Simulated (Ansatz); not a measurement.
Stepwise reaction of `[OH][Zr]12345678([OH])([C@H]9[C@@H]1[C@@H]2[C@@H]3[C@H]94)[C@H]1[C@@H]5[C@@H]6[C@@H]7[C@H]18` with hydrogen chloride, as a gas-phase model of exchange steps in deposition or etching. ΔE in kJ/mol.

Calculated with Ansatz (gas phase, PBE0-D4/def2-TZVP geometries, no zero-point term in ΔE). CCSD(T)/CBS is the MP2 limit (def2-TZVPP, def2-QZVPP) plus CCSD(T) − MP2 in def2-TZVPP, frozen cores. This one scheme is used for every species. DFT in def2-TZVPP. B3LYP here is the variant with VWN-RPA as its local correlation; programs differ in this. def2 core potentials past Kr. For Zr outer-core shells are correlated without core-valence functions, which leaves a few kJ/mol of doubt a bond. One conformer a species, not always the lowest.

| step | reaction | PBE-D4 | B3LYP-D4 | ωB97M-V | CCSD(T)/CBS |
| --- | --- | --- | --- | --- | --- |
| 1 | `[OH][Zr]12345678([OH])([C@H]9[C@@H]1[C@@H]2[C@@H]3[C@H]94)[C@H]1[C@@H]5[C@@H]6[C@@H]7[C@H]18` + HCl → `[OH][Zr]12345678([Cl])([C@H]9[C@@H]1[C@@H]2[C@@H]3[C@H]94)[C@H]1[C@@H]5[C@@H]6[C@@H]7[C@H]18` + H₂O | -59.8 | -59.6 | -62.8 | -68.3 |
| 2 | `[OH][Zr]12345678([Cl])([C@H]9[C@@H]1[C@@H]2[C@@H]3[C@H]94)[C@H]1[C@@H]5[C@@H]6[C@@H]7[C@H]18` + HCl → `[Cl][Zr]12345678([Cl])([C@H]9[C@@H]1[C@@H]2[C@@H]3[C@H]94)[C@H]1[C@@H]5[C@@H]6[C@@H]7[C@H]18` + H₂O | -51.1 | -51.3 | -53.6 | -61.1 |

By hand: ΔE of the 2 steps together at CCSD(T)/CBS.

(-68.3) + (-61.1) = -129.4 kJ/mol, or -64.7 kJ/mol a step.

In ΔE each step is higher than the one before. All are downhill at CCSD(T)/CBS. PBE-D4 differs from CCSD(T)/CBS by 8.5 to 10.0 kJ/mol a step. Only this route is followed, and other bonds may react first. Isolated molecules leave out the surface, adducts and barriers. Largest T1 diagnostic: 0.013.
